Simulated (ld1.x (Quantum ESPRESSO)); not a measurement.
## Rh (Z = 45): excitation energies, all-electron against RRKJ

ld1.x (Quantum ESPRESSO) 7.5 input, shortened:

```
&input
   title='Rh', zed=45., rel=0, dft='PBE', iswitch=3,
   config='[Kr] 4d8 5s1 5p0'
 /
 &inputp
   pseudotype=2, tm=.false., rho0=0.005, lloc=2,
   nlcc=.true., new_core_ps=.true.
 /
3
5S  1  0   1.00   0.00  2.55  2.55  0.0
5P  2  1   0.00   0.00  2.55  2.55  0.0
4D  3  2   8.00   0.00  1.10  1.10  0.0
 &test
   configts(1)='4d8 5s1 5p0'
 /
```

Energies are relative to the spin-unpolarised reference configuration 4d8 5s1 5p0; without spin polarisation the order of configurations can differ from experiment.

Question: Give the all-electron excitation energy and the error of the potential for: 4d8 5s0 5p0; 4d7 5s0 5p0; 4d6 5s0 5p0; 4d8 5s0 5p1; 4d8.5 5s0.5 5p0; 4d5 5s0 5p0; 4d9 5s0 5p0.

Answer:

```csv
valence configuration,charge,ΔE all-electron (eV),error AE − PS (meV)
4d8 5s0 5p0,+1,6.967,-9.9
4d7 5s0 5p0,+2,26.749,-46
4d6 5s0 5p0,+3,59.668,-340
4d8 5s0 5p1,0,3.203,-1.9
4d8.5 5s0.5 5p0,0,-0.967,-14
4d5 5s0 5p0,+4,107.158,-1104
4d9 5s0 5p0,0,-1.525,-46
```

Note: ghost states, extra bound levels that the all-electron valence spectrum of the same l lacks: s at -128.4 eV, p at -43.7 eV. A true bound ghost makes a file unfit for plane-wave use.
